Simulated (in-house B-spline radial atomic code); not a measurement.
Configurations of Ba V (Ba4+), with energies counted from [Kr] 4d10 5s2 5p4. All numbers are computed (scalar-relativistic (X2C) TPSSh, spin-polarised, spherical fractional occupations; Fermi nucleus of rms radius 4.8378 fm) with a radial B-spline atomic code at the basis-set limit, not measured. Shells without spins written out take the highest spin.

Caution: exact exchange at fractional occupations of open shells leaves self-interaction of up to several eV.

Occupations are held fixed; configurations that lie above the ionisation limit could autoionise.

```csv
configuration,E - E(ref) (eV),highest orbital,its <r> (bohr)
"[Kr] 4d10 4f(1 up, 0 down) 5s(1 up, 0 down) 5p(2 up, 2 down)",37.459,4f up,1.273
[Kr] 4d9 4f1 5s2 5p4,95.428,4f up,1.158
"[Ar] 3d10 4s2 4p(2 up, 3 down) 4d10 5s2 5p(1 up, 3 down) 6s(0 up, 1 down)",201.96,6s down,3.147
[Ar] 3d10 4s2 4p5 4d10 5s2 5p4 5f1,214.51,5f up,3.58
[Ar] 3d10 4s2 4p5 4d10 5s2 5p4 6d1,214.52,6d up,4.459
[Ar] 3d10 4s2 4p5 4d10 5s2 5p4 6f1,221.68,6f up,6.247
[Ar] 3d9 4s2 4p6 4d10 5s2 5p4 6d1,815.29,6d up,4.434
```

Order these further configurations by energy, lowest first.
A. [Kr] 4d(4 up, 5 down) 5s2 5p(3 up, 1 down) 6p(0 up, 1 down)
B. [Kr] 4d10 5s2 5p3 6d1
C. [Kr] 4d10 5s2 5p3 5f1
D. [Kr] 4d9 5s2 5p4 6d1
E. [Kr] 4d10 5s2 5p(2 up, 2 down)

E (1.4976 eV), B (37.318 eV), C (37.642 eV), A (114.08 eV), D (120.47 eV).

How far above the reference does [Kr] 4d(5 up, 4 down) 4f(1 up, 0 down) 5s2 5p(2 up, 2 down) lie?

97.57 eV; its least bound orbital is 4f up with <r> = 1.149 bohr.

How far above the reference does [Kr] 4d9 5s2 5p4 5f1 lie?

120.49 eV; its least bound orbital is 5f up with <r> = 3.594 bohr.

How far above the reference does [Kr] 4d10 5s2 5p3 6p1 lie?

30.381 eV; its least bound orbital is 6p up with <r> = 3.642 bohr.
